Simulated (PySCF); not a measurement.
## Gas-phase XPS of `[Cl][Ga-]([Cl])([Cl])[Cl]`, computed

Compound: GaCl4 (charge -1).
SMILES with atom numbers: `[Cl:1][Ga-:2]([Cl:3])([Cl:4])[Cl:5]`

Level of theory: delta-SCF UKS SCAN, pcX-2 on the ionised atom, pcseg-1 elsewhere, spin-free X2C in PySCF. Vertical ΔSCF values, vacuum level as zero.

Problem. Give the core binding energies atom by atom.

Solution. 
```tsv
atom(s)	bonded to	level	binding energy (eV)	2p1/2 (eV)	count
Cl1/Cl3/Cl4/Cl5	Ga	Cl 2p3/2	201.13	202.78	4
Cl1/Cl3/Cl4/Cl5	Ga	Cl 1s	2823.71	–	4
```

Problem. What is the longest wavelength that can ionise Cl 2p3/2 of Cl1/Cl3/Cl4/Cl5 vertically?

Solution. λ = hc/E = 12398.42 eV Å / 201.13 eV = 61.644 Å.

Problem. Which photon energy gives electrons from Cl 2p3/2 of Cl1/Cl3/Cl4/Cl5 a kinetic energy of 200 eV, and what is their de Broglie wavelength?

Solution. hν = 201.13 + 200 = 401.13 eV, recoil neglected; λ = 12.264 Å/√(E/eV) = 0.87 Å.

The first atom of each set that the bonding makes equivalent was ionised and stands for the set. 2p3/2 and 2p1/2 are the ΔSCF energy of one spin-free 2p hole plus the eigenvalues of a spin–orbit and ligand-field matrix of the shell. 2p1/2 minus 2p3/2 (ligand field included): Cl 1.65 eV. No level of gallium is listed. The species carries charge -1, so core ionisation leaves a neutral species. The basis sets have no added diffuse functions. Isolated species at its PBE0-D3(BJ)/def2-SVP geometry, gas phase. The geometry's basis has no diffuse functions, a weakness for an anion.

On AMD EPYC 7B13, one thread, shared host, this took 3.9 s of wall time and 0.33 GiB of memory at its peak.
